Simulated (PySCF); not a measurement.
Isomers of [C6H7O3S]- (charge -1), one GFN2-xTB conformer each. Single-point energies are computed at PBE0/pcSseg-1 (PySCF, gas phase, no added dispersion term), electronic only.

```csv
SMILES,GFN2-xTB relative energy (kJ/mol)
O=C([O-])[C@@H]1CCC=C[S@]1=O,0.0
C=C/C=C(/C=C)S(=O)(=O)[O-],129.3
C#C[C@@H]1C[C@]1(C)S(=O)(=O)[O-],137.6
```

Conformers: `[O:1]=[C:2]([O-:3])[C@@H:4]1[CH2:5][CH2:6][CH:7]=[CH:8][S@:9]1=[O:10]` (charge -1) with O1–C2–C4–C5 -57°, C2–C4–C5–C6 -37°, C4–C5–C6–C7 -52°, C5–C6–C7–C8 15°, C7–C8–S9–O10 -87°; `[CH2:1]=[CH:2]/[CH:3]=[C:4](/[CH:5]=[CH2:6])[S:7](=[O:8])(=[O:9])[O-:10]` (charge -1) with C1–C2–C3–C4 176°, C3–C4–C5–C6 159°, C3–C4–S7–O8 15°; `[CH:1]#[C:2][C@@H:3]1[CH2:4][C@:5]1([CH3:6])[S:7](=[O:8])(=[O:9])[O-:10]` (charge -1) with C4–C5–S7–O8 -20°.

What does PBE0/pcSseg-1 give for the same structures?

```tsv
SMILES	PBE0/pcSseg-1 E (Eh)	PBE0/pcSseg-1 (kJ/mol)	GFN2-xTB (kJ/mol)	point group
O=C([O-])[C@@H]1CCC=C[S@]1=O	-855.99837	0.0	0.0	C1
C=C/C=C(/C=C)S(=O)(=O)[O-]	-855.94477	140.7	129.3	C1
C#C[C@@H]1C[C@]1(C)S(=O)(=O)[O-]	-855.91331	223.3	137.6	C1
```

Both levels put the same isomer lowest; measured from each level's own lowest isomer, the values differ by up to 85.7 kJ/mol (C#C[C@@H]1C[C@]1(C)S(=O)(=O)[O-]: 137.6 against 223.3). As drawn, the highest has a three-membered ring, which the lowest lacks.
